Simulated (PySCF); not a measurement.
Gas-phase reaction: 3 GeH₃F ⇌ GeHF₃ + 2 GeH₄, at 500 K and a standard pressure of 1 bar. Level: CCSD(T)/def2-SVP†.

Computed with PySCF and rigid-rotor harmonic-oscillator thermochemistry at 1 bar. † marks an energy on the PBE0/def2-TZVP geometry and frequencies. CCSD(T) freezes the core. All species are closed-shell singlets. Ge: all electrons, no relativistic terms. GeHF₃: computed as isolated molecules; such fragments, hydroxides, amides, oligomers or adducts are transient or little studied in the gas. CCSD(T) isn't extrapolated to the basis-set limit; its ΔH°(298 K) is -45.9 kJ in def2-SVP and -42.6 kJ in def2-TZVPP. The harmonic model lacks anharmonicity and excited electronic states, which grow with temperature; levels with a mode under 35 cm⁻¹ are left out.

```csv
species,E (Ha),H(500 K) − E (kJ/mol),S°(500 K) (J/mol/K)
GeH₃F,-2176.67409,90.4,283.2
GeHF₃,-2374.66603,71.3,335.7
GeH₄,-2077.68648,99.3,244.6
```
E: electronic energy; H − E holds the zero-point and thermal terms. 1 Ha = 2625.5 kJ/mol.

### Question
Work out ΔH°, ΔS°, ΔG° and log10 K from these numbers.

### Answer
1. ΔE = 1×(-2374.66603) + 2×(-2077.68648) − 3×(-2176.67409) = -0.01672 Ha = -43.9 kJ.
2. Δ(H − E) = 1×(71.3) + 2×(99.3) − 3×(90.4) = -1.3 kJ, so ΔH° = -45.2 kJ.
3. ΔS° = 1×(335.7) + 2×(244.6) − 3×(283.2) = -24.7 J/K; the number of gas molecules stays the same.
4. ΔG° = ΔH° − TΔS° = -45.2 − 500×(-24.7)/1000 = -32.9 kJ.
5. log10 K = −ΔG°/(RT ln 10) = 3.44, with RT ln 10 = 9.57 kJ/mol; at standard pressures the products are favoured.
6. A shift of 10 kJ in ΔE would move log10 K by 1.04 here.
For scale, ΔH°(298 K) is -46 kJ at this level, -37 kJ at ωB97M-V/def2-TZVP†, and runs from -48 to 48 kJ over the 20 levels computed.
